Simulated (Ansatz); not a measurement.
Ansatz (a program for electronic structure) job for CH4STe, SMILES S[Te]C, B3LYP-D3(BJ)/def2-SVP. 

Ansatz 0.2 input:
```yaml
crystal:
  periodic: [false, false, false]
  atoms:
    - {symbol: Te, position_ang: [0.05736479, 0.34522936, 0.44389658]}
    - {symbol: C, position_ang: [1.85934815, 0.20656396, -0.75689406]}
    - {symbol: H, position_ang: [2.55611446, 0.94212243, -0.37912116]}
    - {symbol: H, position_ang: [1.62349967, 0.42415617, -1.79061388]}
    - {symbol: H, position_ang: [2.29523542, -0.78183588, -0.67937780]}
    - {symbol: S, position_ang: [-1.22962279, -1.09506653, -0.95716163]}
    - {symbol: H, position_ang: [-0.93994265, -2.25468870, -0.37755856]}
basis:
  gaussian:
    orbitals: def2-SVP
hamiltonian:
  xc: b3lyp
  dispersion: d3bj
relax: {f_tol: 0.002, max_steps: 200}
```

Program output:

```
WARN ansatz: RAYON_NUM_THREADS=1 ignored (pool sized by the plan → 1); use --threads N
Functional definition: B3LYP
integrals: 0.03 GiB planned
931 factors; integrals over basis functions are off by at most 3.5e-4 eV
mean field: 0.28 GiB planned
mean field evaluation 1: about -19224.4344 eV, gradient 4.5e1 eV
mean field evaluation 2: about -19218.2385 eV, gradient 6.1e1 eV
mean field evaluation 4: about -19229.6121 eV, gradient 1.9e0 eV
mean field evaluation 8: about -19229.6496 eV, gradient 7.0e-2 eV
mean field -19229.64964191 eV, -706.6765900157 hartree, gradient 5.1e-5 eV, S^2 0.000000; 0 other end points of the search recorded, 0 dependent functions left out
the calculation of the forces begins
reference -19229.64985467 eV, -706.6765978341 hartree; 25, 25 occupied and 53, 53 virtual orbitals, 931 factors
relax step   1: F+E_penalty+E_count = -19229.96594881 eV  Δ(F+E_penalty+E_count) = +0.000e0 eV  max|allowed force component| = 7.285e-1 eV/Å  Δτ_max = 0.0000 Å  (26 SCF iters, accepted)
these checks for a lower state are left out or cut short: starts, cluster_reference, orbital_swaps, neighbouring_geometries, increment
integrals: 0.03 GiB planned
931 factors; integrals over basis functions are off by at most 3.9e-4 eV
mean field: 0.28 GiB planned
mean field evaluation 16: about -19229.5141 eV, gradient 7.4e0 eV
mean field -19229.65613825 eV, -706.6768287517 hartree, gradient 1.1e-5 eV, S^2 0.000000; 0 other end points of the search recorded, 0 dependent functions left out
the calculation of the forces begins
reference -19229.65635134 eV, -706.6768365826 hartree; 25, 25 occupied and 53, 53 virtual orbitals, 931 factors
relax step   2: F+E_penalty+E_count = -19229.96647039 eV  Δ(F+E_penalty+E_count) = -5.216e-4 eV  max|allowed force component| = 4.862e-1 eV/Å  Δτ_max = 0.1490 Å  (29 SCF iters, accepted)
these checks for a lower state are left out or cut short: starts, cluster_reference, orbital_swaps, neighbouring_geometries, increment
integrals: 0.03 GiB planned
931 factors; integrals over basis functions are off by at most 3.9e-4 eV
mean field: 0.28 GiB planned
mean field -19229.70068377 eV, -706.6784657693 hartree, gradient 1.6e-5 eV, S^2 0.000000; 0 other end points of the search recorded, 0 dependent functions left out
the calculation of the forces begins
reference -19229.70089748 eV, -706.6784736229 hartree; 25, 25 occupied and 53, 53 virtual orbitals, 931 factors
relax step   3: F+E_penalty+E_count = -19230.01153540 eV  Δ(F+E_penalty+E_count) = -4.507e-2 eV  max|allowed force component| = 2.410e-1 eV/Å  Δτ_max = 0.1054 Å  (31 SCF iters, accepted)
these checks for a lower state are left out or cut short: starts, cluster_reference, orbital_swaps, neighbouring_geometries, increment
integrals: 0.03 GiB planned
931 factors; integrals over basis functions are off by at most 3.9e-4 eV
mean field: 0.28 GiB planned
mean field evaluation 32: about -19229.7020 eV, gradient 1.2e-1 eV
mean field -19229.70212393 eV, -706.6785186943 hartree, gradient 9.5e-6 eV, S^2 0.000000; 0 other end points of the search recorded, 0 dependent functions left out
the calculation of the forces begins
reference -19229.70233733 eV, -706.6785265366 hartree; 25, 25 occupied and 53, 53 virtual orbitals, 931 factors
relax step   4: F+E_penalty+E_count = -19230.01398357 eV  Δ(F+E_penalty+E_count) = -2.448e-3 eV  max|allowed force component| = 1.034e-1 eV/Å  Δτ_max = 0.0219 Å  (33 SCF iters, accepted)
these checks for a lower state are left out or cut short: starts, cluster_reference, orbital_swaps, neighbouring_geometries, increment
integrals: 0.03 GiB planned
931 factors; integrals over basis functions are off by at most 3.9e-4 eV
mean field: 0.28 GiB planned
mean field -19229.70251009 eV, -706.6785328852 hartree, gradient 9.4e-6 eV, S^2 0.000000; 0 other end points of the search recorded, 0 dependent functions left out
the calculation of the forces begins
reference -19229.70272376 eV, -706.6785407377 hartree; 25, 25 occupied and 53, 53 virtual orbitals, 931 factors
relax step   5: F+E_penalty+E_count = -19230.01438654 eV  Δ(F+E_penalty+E_count) = -4.030e-4 eV  max|allowed force component| = 3.462e-2 eV/Å  Δτ_max = 0.0109 Å  (31 SCF iters, accepted)
these checks for a lower state are left out or cut short: starts, cluster_reference, orbital_swaps, neighbouring_geometries, increment
integrals: 0.03 GiB planned
931 factors; integrals over basis functions are off by at most 3.9e-4 eV
mean field: 0.28 GiB planned
mean field -19229.70254943 eV, -706.6785343311 hartree, gradient 1.9e-5 eV, S^2 0.000000; 0 other end points of the search recorded, 0 dependent functions left out
the calculation of the forces begins
reference -19229.70276301 eV, -706.6785421799 hartree; 25, 25 occupied and 53, 53 virtual orbitals, 931 factors
relax step   6: F+E_penalty+E_count = -19230.01444437 eV  Δ(F+E_penalty+E_count) = -5.783e-5 eV  max|allowed force component| = 3.902e-3 eV/Å  Δτ_max = 0.0033 Å  (23 SCF iters, accepted)
these checks for a lower state are left out or cut short: starts, cluster_reference, orbital_swaps, neighbouring_geometries, increment
integrals: 0.03 GiB planned
931 factors; integrals over basis functions are off by at most 3.9e-4 eV
mean field: 0.28 GiB planned
mean field -19229.70255514 eV, -706.6785345410 hartree, gradient 1.6e-5 eV, S^2 0.000000; 0 other end points of the search recorded, 0 dependent functions left out
the calculation of the forces begins
reference -19229.70276874 eV, -706.6785423904 hartree; 25, 25 occupied and 53, 53 virtual orbitals, 931 factors
relax step   7: F+E_penalty+E_count = -19230.01446163 eV  Δ(F+E_penalty+E_count) = -1.726e-5 eV  max|allowed force component| = 9.946e-3 eV/Å  Δτ_max = 0.0067 Å  (24 SCF iters, accepted)
these checks for a lower state are left out or cut short: starts, cluster_reference, orbital_swaps, neighbouring_geometries, increment
integrals: 0.03 GiB planned
931 factors; integrals over basis functions are off by at most 3.9e-4 eV
mean field: 0.28 GiB planned
mean field -19229.70257559 eV, -706.6785352924 hartree, gradient 1.6e-5 eV, S^2 0.000000; 0 other end points of the search recorded, 0 dependent functions left out
the calculation of the forces begins
reference -19229.70278921 eV, -706.6785431426 hartree; 25, 25 occupied and 53, 53 virtual orbitals, 931 factors
relax step   8: F+E_penalty+E_count = -19230.01447605 eV  Δ(F+E_penalty+E_count) = -1.442e-5 eV  max|allowed force component| = 6.321e-3 eV/Å  Δτ_max = 0.0071 Å  (23 SCF iters, accepted)
these checks for a lower state are left out or cut short: starts, cluster_reference, orbital_swaps, neighbouring_geometries, increment
integrals: 0.03 GiB planned
931 factors; integrals over basis functions are off by at most 3.9e-4 eV
mean field: 0.28 GiB planned
mean field evaluation 64: about -19229.7025 eV, gradient 3.3e-4 eV
mean field -19229.70254308 eV, -706.6785340978 hartree, gradient 1.5e-5 eV, S^2 0.000000; 0 other end points of the search recorded, 0 dependent functions left out
the calculation of the forces begins
reference -19229.70275673 eV, -706.6785419492 hartree; 25, 25 occupied and 53, 53 virtual orbitals, 931 factors
relax step   9: F+E_penalty+E_count = -19230.01448000 eV  Δ(F+E_penalty+E_count) = -3.948e-6 eV  max|allowed force component| = 2.576e-3 eV/Å  Δτ_max = 0.0068 Å  (24 SCF iters, accepted)
these checks for a lower state are left out or cut short: starts, cluster_reference, orbital_swaps, neighbouring_geometries, increment
integrals: 0.03 GiB planned
931 factors; integrals over basis functions are off by at most 3.9e-4 eV
mean field: 0.28 GiB planned
mean field -19229.70265500 eV, -706.6785382108 hartree, gradient 5.1e-5 eV, S^2 0.000000; 0 other end points of the search recorded, 0 dependent functions left out
the calculation of the forces begins
reference -19229.70286869 eV, -706.6785460636 hartree; 25, 25 occupied and 53, 53 virtual orbitals, 931 factors
relax step  10: F+E_penalty+E_count = -19230.01447649 eV  Δ(F+E_penalty+E_count) = +3.510e-6 eV  max|allowed force component| = 3.943e-3 eV/Å  Δτ_max = 0.0028 Å  (21 SCF iters, rejected (line search))
these checks for a lower state are left out or cut short: starts, cluster_reference, orbital_swaps, neighbouring_geometries, increment
integrals: 0.03 GiB planned
931 factors; integrals over basis functions are off by at most 3.9e-4 eV
mean field: 0.28 GiB planned
mean field -19229.70257650 eV, -706.6785353256 hartree, gradient 2.4e-5 eV, S^2 0.000000; 0 other end points of the search recorded, 0 dependent functions left out
the calculation of the forces begins
reference -19229.70279015 eV, -706.6785431774 hartree; 25, 25 occupied and 53, 53 virtual orbitals, 931 factors
relax step  11: F+E_penalty+E_count = -19230.01448139 eV  Δ(F+E_penalty+E_count) = -1.396e-6 eV  max|allowed force component| = 2.032e-4 eV/Å  Δτ_max = 0.0010 Å  (21 SCF iters, accepted)
integrals: 0.03 GiB planned
931 factors; integrals over basis functions are off by at most 3.9e-4 eV
mean field: 0.28 GiB planned
mean field -19229.70257650 eV, -706.6785353256 hartree, gradient 2.4e-5 eV, S^2 0.000000; 1 other end points of the search recorded, 0 dependent functions left out
the calculation of the forces begins
reference -19229.70279015 eV, -706.6785431774 hartree; 25, 25 occupied and 53, 53 virtual orbitals, 931 factors
Total energy: -19230.01469505 eV, -706.6900054710 hartree
Atom 0 at     0.053470     0.365085     0.412136 Å, force     0.000057    -0.000169    -0.000192 eV/Å
Atom 1 at     1.880741     0.220721    -0.765819 Å, force    -0.000012    -0.000184    -0.000058 eV/Å
Atom 2 at     2.596784     0.937285    -0.337137 Å, force    -0.000062     0.000123     0.000026 eV/Å
Atom 3 at     1.653217     0.488530    -1.804468 Å, force    -0.000015     0.000041     0.000033 eV/Å
Atom 4 at     2.280287    -0.798451    -0.701492 Å, force     0.000011     0.000091     0.000057 eV/Å
Atom 5 at    -1.287619    -1.137488    -0.966432 Å, force     0.000203     0.000043     0.000197 eV/Å
Atom 6 at    -0.954883    -2.289200    -0.333619 Å, force    -0.000182     0.000055    -0.000062 eV/Å
Dipole moment:     0.334802    -0.049513     0.091147 e Å
```

The run converged.
